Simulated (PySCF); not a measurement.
Species: C5H14N2.
Cartesian coordinates in Å at the GFN2-xTB level; atoms count from 1:
```
atom  x, y, z in Å
C1    -3.016    0.574   -0.368
N2    -2.483   -0.642    0.208
C3    -1.044   -0.789    0.122
C4    -0.223    0.192    0.973
C5     1.274   -0.074    0.857
N6     1.735    0.133   -0.503
C7     3.153   -0.106   -0.660
H8    -2.686    0.638   -1.405
H9    -2.715    1.497    0.150
H10   -4.104    0.515   -0.353
H11   -2.778   -0.722    1.177
H12   -0.806   -1.810    0.433
H13   -0.753   -0.681   -0.925
H14   -0.429    1.216    0.653
H15   -0.520    0.099    2.021
H16    1.482   -1.118    1.116
H17    1.817    0.564    1.581
H18    1.515    1.082   -0.792
H19    3.780    0.506    0.008
H20    3.436    0.099   -1.691
H21    3.355   -1.156   -0.447
```

A PySCF run (density fitting, gas phase, GFN2-xTB geometry) gave HOMO -4.77 eV, LUMO -0.49 eV, dipole 1.90 D and E = -313.658 Eh.

Task: Which of these levels was it?
A. PW91/STO-3G
B. PBE0/pcSseg-1
C. revPBE/STO-3G
D. KT2/6-31++G**
E. PBE0/MINI

Result: D. It is KT2/6-31++G**. All candidates on this geometry:

| level and settings | kind | basis functions | SCF cycles | E (Eh) | HOMO (eV) | LUMO (eV) | dipole (D) |
| --- | --- | --- | --- | --- | --- | --- | --- |
| KT2/6-31++G** | GGA | 210 | 14 | -313.6577 | -4.77 | -0.49 | 1.90 |
| PBE0/pcSseg-1 | global hybrid | 189 | 12 | -308.0285 | -5.96 | 1.47 | 2.00 |
| PW91/STO-3G, grid level 3, start guess sap | GGA | 49 | 10 | -304.4691 | -1.67 | 8.06 | 2.11 |
| revPBE/STO-3G, fitting basis def2-universal-jkfit | GGA | 49 | 8 | -304.5457 | -1.62 | 8.16 | 2.08 |
| PBE0/MINI, start guess huckel | global hybrid | 49 | 9 | -305.5776 | -6.94 | 4.60 | 2.18 |

The nearest other candidate, by the summed differences of HOMO and LUMO, is PBE0/pcSseg-1: its HOMO differs by -1.19 eV and its LUMO by +1.96 eV. Cycle counts include a coarse-grid stage where the run had one. All basis functions are spherical, in the Pople sets too. KT2 was designed for NMR shieldings or shifts; total energies of different functionals aren't comparable.
